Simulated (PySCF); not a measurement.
**Worked example: entropy of an ideal gas**

W(NH)(S)(SH)2 (H3NS3W), SMILES [NH]=[W](=[S])([SH])[SH], multiplicity 1.

The structure is a stationary point at B3LYP-D3(BJ)/def2-SVP. The multiplicity is an assumed one; no other spin state was optimised. The structure was generated by enumeration; whether it is a known compound was not checked. The def2 effective core potentials stand for the cores of W; spin–orbit coupling is left out. The values are those of a single conformer.

PySCF with B3LYP-D3(BJ)/def2-SVP gives the harmonic wavenumbers 114, 124, 134, 188, 221, 286, 329, 379, 380, 531, 565, 629, 647, 670, 995, 2645, 2656, 3589 cm⁻¹ and the rotational temperatures 0.0796, 0.0682, 0.0519 K. The molar mass is 297.05 g/mol, the symmetry number 1, the spin multiplicity 1.

Q: Work out the entropy at 298.15 K and 1 atm in the rigid-rotor, harmonic-oscillator model.

A: 
Translation (Sackur–Tetrode at 1 atm): S = R[1.5 ln M + 2.5 ln T − 1.16487] = 179.8 J/(mol K).
Rotation: q = (√π/σ) T^1.5/√(θA θB θC) = 544000, S = R[ln q + 3/2] = 122.3 J/(mol K).
Vibration: with u = 1.4388 ν/T, each mode gives R[u/(e^u − 1) − ln(1 − e^−u)]:
```csv
ν (cm⁻¹),modes,u,S (J/(mol K))
114,1,0.55,13.39
124,1,0.60,12.71
134,1,0.65,12.08
188,1,0.91,9.40
221,1,1.07,8.16
286,1,1.38,6.27
329,1,1.59,5.29
379,1,1.83,4.36
380,1,1.83,4.35
531,1,2.56,2.45
565,1,2.73,2.15
629,1,3.04,1.68
647,1,3.12,1.57
670,1,3.23,1.44
995,1,4.80,0.40
```
The stiffer modes add less than 0.005 each. Sum 85.7 J/(mol K).
Spin: R ln 1 = 0.0 J/(mol K).
Total 387.7 J/(mol K); the program's own thermochemistry gives 387.7. Translation makes up 46 % and vibration 22 %. Anharmonicity, hindered rotation and orbital degeneracy are left out.
